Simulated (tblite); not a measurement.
Record of a relaxation.

Species: C9H10FO (charge +1).
SMILES with atom numbers: `[O+:1]#[C:2][C@@H:3]([F:4])[C:5]#[C:6][CH2:7][CH:8]1[CH2:9][CH2:10][CH2:11]1` (hydrogens: H12 on C3; H13, H14 on C7; H15 on C8; H16, H17 on C9; H18, H19 on C10; H20, H21 on C11)
Bond orders are those of one Lewis drawing.

Computed with GFN2-xTB (tblite), gas phase: L-BFGS steps from a force-field or distance-geometry start until the largest atomic force falls under 0.01 eV/Å. 6 of its 186 geometries are shown.

Step 0: E = -885.7222 eV, largest atomic force 1.966 eV/Å
```
atom  x, y, z in Å  |  force x, y, z in eV/Å
O1      4.169    1.764    1.888   -0.420  -0.552  -1.040
C2      3.947    1.169    0.949    0.149  -0.424   0.120
C3      3.676    0.360   -0.254   -0.555   0.532   0.651
F4      4.604   -0.619   -0.409    0.197   0.268  -0.070
C5      2.315   -0.220   -0.168   -0.181   0.386   0.332
C6      1.203   -0.689   -0.091   -0.209  -0.421   0.556
C7     -0.146   -1.260    0.038    1.210  -0.107  -0.080
C8     -1.087   -0.278   -0.625    0.980   0.008  -0.549
C9     -2.544   -0.669   -0.618   -0.638  -0.889  -1.440
C10    -2.804    0.439    0.361   -1.560   0.666   0.994
C11    -1.353    0.876    0.323    0.311   0.602   0.589
H12     3.721    1.106   -1.095    0.131  -0.427   0.037
H13    -0.136   -2.236   -0.475   -0.099   0.227   0.276
H14    -0.440   -1.371    1.116    0.515  -0.154  -0.893
H15    -0.741    0.019   -1.627    0.118  -0.119   0.317
H16    -2.742   -1.699   -0.282   -0.132   0.462  -0.174
H17    -2.970   -0.511   -1.639   -0.042  -0.290   0.864
H18    -3.526    1.219    0.051    0.271  -0.510   0.142
H19    -3.111    0.035    1.346    0.010   0.428  -0.406
H20    -1.141    1.865   -0.118   -0.111  -0.361   0.587
H21    -0.902    0.716    1.329    0.054   0.676  -0.810
```

Step 37: E = -886.3722 eV, largest atomic force 0.152 eV/Å
```
atom  x, y, z in Å  |  force x, y, z in eV/Å
O1      3.424    1.356    1.879   -0.063   0.058   0.071
C2      3.462    0.856    0.844    0.039  -0.047  -0.083
C3      3.826    0.306   -0.425   -0.019   0.002   0.043
F4      4.719   -0.697   -0.461   -0.122   0.054  -0.020
C5      2.415   -0.048    0.001    0.099  -0.066  -0.095
C6      1.327   -0.634    0.041    0.012  -0.013  -0.014
C7      0.025   -1.149    0.025    0.032   0.069  -0.025
C8     -0.998   -0.153   -0.575   -0.001  -0.001   0.003
C9     -2.437   -0.696   -0.546    0.037  -0.064  -0.058
C10    -2.850    0.445    0.391   -0.074  -0.035   0.008
C11    -1.421    1.002    0.350    0.046  -0.014  -0.002
H12     3.901    0.943   -1.314    0.023  -0.037   0.079
H13     0.048   -2.048   -0.609   -0.014  -0.007   0.002
H14    -0.299   -1.482    1.017    0.061   0.053   0.038
H15    -0.642    0.167   -1.557   -0.087  -0.017   0.040
H16    -2.537   -1.684   -0.103   -0.031  -0.043  -0.072
H17    -2.924   -0.689   -1.518   -0.010  -0.030   0.018
H18    -3.606    1.105   -0.018   -0.029   0.087  -0.048
H19    -3.175    0.119    1.373   -0.022  -0.021   0.076
H20    -1.341    1.982   -0.111    0.064   0.017   0.027
H21    -0.926    1.018    1.318    0.060   0.055   0.012
```

Step 74: E = -886.3951 eV, largest atomic force 0.034 eV/Å
```
atom  x, y, z in Å  |  force x, y, z in eV/Å
O1      3.253    1.341    1.856   -0.008   0.033  -0.003
C2      3.410    0.849    0.830   -0.008  -0.016   0.013
C3      3.871    0.301   -0.409    0.011   0.005   0.005
F4      4.772   -0.692   -0.375    0.001  -0.017  -0.013
C5      2.445   -0.074   -0.121   -0.003   0.004   0.002
C6      1.351   -0.645   -0.088    0.001   0.009   0.017
C7      0.041   -1.137   -0.019    0.000  -0.001   0.000
C8     -1.017   -0.154   -0.572    0.003   0.008   0.006
C9     -2.451   -0.708   -0.517    0.006  -0.007  -0.018
C10    -2.861    0.455    0.400    0.002  -0.015  -0.003
C11    -1.420    0.991    0.371   -0.002   0.010   0.010
H12     4.032    0.955   -1.271    0.014   0.010  -0.009
H13     0.001   -2.061   -0.613   -0.005  -0.002   0.009
H14    -0.196   -1.412    1.016   -0.010  -0.017  -0.014
H15    -0.709    0.180   -1.563   -0.019  -0.005  -0.003
H16    -2.546   -1.691   -0.062    0.008   0.005   0.016
H17    -2.946   -0.729   -1.483   -0.029   0.006  -0.014
H18    -3.594    1.127   -0.037    0.022  -0.001  -0.008
H19    -3.209    0.152    1.383   -0.005   0.002   0.004
H20    -1.312    1.980   -0.066    0.005   0.012  -0.005
H21    -0.924    0.989    1.340    0.017  -0.024   0.006
```

Step 111: E = -886.4163 eV, largest atomic force 0.104 eV/Å
```
atom  x, y, z in Å  |  force x, y, z in eV/Å
O1      2.858    1.727    1.563   -0.018   0.018  -0.010
C2      3.189    1.044    0.699    0.019  -0.050   0.002
C3      3.877    0.290   -0.308   -0.011  -0.005   0.006
F4      4.741   -0.667    0.069   -0.033   0.091  -0.039
C5      2.418   -0.062   -0.214   -0.006  -0.004   0.042
C6      1.354   -0.692   -0.254    0.052  -0.008  -0.016
C7      0.066   -1.236   -0.248   -0.038   0.005  -0.006
C8     -1.036   -0.186   -0.555    0.004   0.011   0.016
C9     -2.468   -0.715   -0.386   -0.005   0.017   0.000
C10    -2.803    0.562    0.402   -0.014   0.021  -0.006
C11    -1.301    0.879    0.516   -0.024   0.036  -0.008
H12     4.200    0.793   -1.225    0.020  -0.058   0.011
H13     0.002   -2.004   -1.028    0.023  -0.026  -0.008
H14    -0.134   -1.721    0.714    0.029   0.004   0.002
H15    -0.861    0.251   -1.539   -0.006  -0.032   0.019
H16    -2.524   -1.609    0.232   -0.009   0.015  -0.013
H17    -3.023   -0.884   -1.304   -0.001   0.000  -0.011
H18    -3.329    1.295   -0.204    0.000   0.003  -0.015
H19    -3.347    0.424    1.331    0.061  -0.033   0.039
H20    -1.012    1.892    0.250    0.038   0.021   0.019
H21    -0.876    0.637    1.490   -0.081  -0.026  -0.023
```

Step 148: E = -886.4326 eV, largest atomic force 0.088 eV/Å
```
atom  x, y, z in Å  |  force x, y, z in eV/Å
O1      2.604    2.004    1.171    0.041  -0.011  -0.034
C2      3.038    1.184    0.490   -0.024  -0.020   0.007
C3      3.838    0.289   -0.297    0.025   0.009   0.028
F4      4.733   -0.502    0.316   -0.073   0.045  -0.020
C5      2.394   -0.126   -0.220    0.037  -0.022   0.020
C6      1.354   -0.795   -0.235    0.002  -0.019  -0.035
C7      0.059   -1.325   -0.241   -0.038   0.044  -0.019
C8     -0.984   -0.196   -0.500   -0.007   0.024   0.001
C9     -2.450   -0.649   -0.443    0.012   0.015  -0.014
C10    -2.752    0.589    0.418    0.032   0.017  -0.008
C11    -1.243    0.788    0.643    0.037  -0.002   0.038
H12     4.197    0.607   -1.280   -0.002  -0.009   0.016
H13    -0.039   -2.052   -1.055    0.015  -0.009  -0.002
H14    -0.159   -1.833    0.703    0.022   0.001   0.009
H15    -0.747    0.309   -1.438    0.014  -0.015   0.006
H16    -2.590   -1.582    0.098   -0.028   0.018  -0.006
H17    -2.954   -0.710   -1.404   -0.023  -0.034   0.020
H18    -3.186    1.397   -0.163   -0.047   0.001   0.011
H19    -3.344    0.424    1.314    0.002  -0.025  -0.055
H20    -0.853    1.795    0.513   -0.014  -0.031   0.008
H21    -0.925    0.404    1.610    0.020   0.025   0.030
```

Step 185: E = -886.4449 eV, largest atomic force 0.010 eV/Å
```
atom  x, y, z in Å  |  force x, y, z in eV/Å
O1      2.479    2.290    0.467    0.001  -0.004  -0.004
C2      2.974    1.301    0.145    0.000   0.002   0.005
C3      3.862    0.227   -0.198    0.001   0.001   0.001
F4      4.593   -0.345    0.769   -0.001   0.001   0.001
C5      2.407   -0.155   -0.253   -0.001  -0.001   0.000
C6      1.359   -0.813   -0.278   -0.002   0.002   0.001
C7      0.058   -1.323   -0.310   -0.003  -0.002  -0.001
C8     -0.960   -0.145   -0.453   -0.003  -0.003   0.001
C9     -2.432   -0.585   -0.495    0.002   0.000  -0.002
C10    -2.747    0.541    0.504   -0.001  -0.002   0.000
C11    -1.243    0.696    0.794   -0.002   0.001  -0.003
H12     4.400    0.244   -1.149    0.001   0.002  -0.003
H13    -0.071   -1.983   -1.174    0.000   0.000  -0.003
H14    -0.158   -1.886    0.603    0.000   0.001   0.002
H15    -0.687    0.463   -1.316   -0.004  -0.005   0.008
H16    -2.600   -1.572   -0.073    0.003   0.006  -0.004
H17    -2.910   -0.529   -1.469    0.003   0.001   0.000
H18    -3.169    1.419    0.023   -0.003  -0.003   0.001
H19    -3.365    0.260    1.351    0.001   0.002   0.001
H20    -0.846    1.708    0.791    0.005   0.000   0.000
H21    -0.953    0.205    1.721    0.004   0.002  -0.001
```

**Question.** Summarise the path.

**Answer.** The energy falls by 69.73 kJ/mol from step 0 to step 185; nine tenths of that is first reached at step 38. It rises by more than 0.2 meV at step 93. The largest force goes from 1.966 to 0.010 eV/Å. Among the bonds C6–C7 changes most, from 1.470 to 1.398 Å; the atoms move by 0.795 Å rms after alignment.

What follows is the cost of the whole relaxation. Hardware: 2 threads, Intel Xeon Platinum 8488C (x86_64), on a shared host. Cost: 1.6 s wall, 3.2 s CPU.
